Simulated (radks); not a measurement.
Trend from Zr4+ to Cd4+: ionisation energy by Delta-SCF between NIST ground configurations, and size. All-electron calculation, scalar-relativistic Kohn-Sham, r2SCAN, spin-polarised, spherical densities, finite nucleus; open shells are filled with parallel spins first (spin-orbit coupling, left out, can overturn this in heavy ions); meta-GGA in the generalised Kohn-Sham scheme; Fermi nuclear charge, rms radius of each element as measured or else 0.836 A^(1/3) + 0.57 fm. Program: a radial shooting solver on a logarithmic mesh with Libxc functionals.

[
 {"species": "Zr4+", "configuration": "[Kr]", "IE (eV)": "81.263", "NIST (eV)": "80.35", "kind": "semi-emp.", "outermost": "4p", "<r> outermost (bohr)": "1.31", "r at 0.001 e/bohr^3 (bohr)": "2.88"},
 {"species": "Nb4+", "configuration": "[Kr] 4d1", "IE (eV)": "49.970", "NIST (eV)": "50.573", "kind": "exp.", "outermost": "4d", "<r> outermost (bohr)": "1.60", "r at 0.001 e/bohr^3 (bohr)": "2.98"},
 {"species": "Mo4+", "configuration": "[Kr] 4d2", "IE (eV)": "53.938", "NIST (eV)": "54.42", "kind": "semi-emp.", "outermost": "4d", "<r> outermost (bohr)": "1.51", "r at 0.001 e/bohr^3 (bohr)": "3.01"},
 {"species": "Tc4+", "configuration": "[Kr] 4d3", "IE (eV)": "57.679", "NIST (eV)": "57", "kind": "theory", "outermost": "4d", "<r> outermost (bohr)": "1.43", "r at 0.001 e/bohr^3 (bohr)": "3.00"},
 {"species": "Ru4+", "configuration": "[Kr] 4d4", "IE (eV)": "61.291", "NIST (eV)": "59", "kind": "theory", "outermost": "4d", "<r> outermost (bohr)": "1.36", "r at 0.001 e/bohr^3 (bohr)": "2.97"},
 {"species": "Rh4+", "configuration": "[Kr] 4d5", "IE (eV)": "64.810", "NIST (eV)": "63", "kind": "theory", "outermost": "4d", "<r> outermost (bohr)": "1.29", "r at 0.001 e/bohr^3 (bohr)": "2.93"},
 {"species": "Pd4+", "configuration": "[Kr] 4d6", "IE (eV)": "62.172", "NIST (eV)": "61", "kind": "theory", "outermost": "4d", "<r> outermost (bohr)": "1.25", "r at 0.001 e/bohr^3 (bohr)": "2.91"},
 {"species": "Ag4+", "configuration": "[Kr] 4d7", "IE (eV)": "66.208", "NIST (eV)": "65", "kind": "theory", "outermost": "4d", "<r> outermost (bohr)": "1.20", "r at 0.001 e/bohr^3 (bohr)": "2.87"},
 {"species": "Cd4+", "configuration": "[Kr] 4d8", "IE (eV)": "70.016", "NIST (eV)": "68", "kind": "theory", "outermost": "4d", "<r> outermost (bohr)": "1.15", "r at 0.001 e/bohr^3 (bohr)": "2.83"}
]

Reference values: NIST Atomic Spectra Database (exp. = measured, semi-emp. = semi-empirical, theory = theoretical value adopted there). Open shells are spherical and high-spin; term and fine-structure splittings are not resolved.
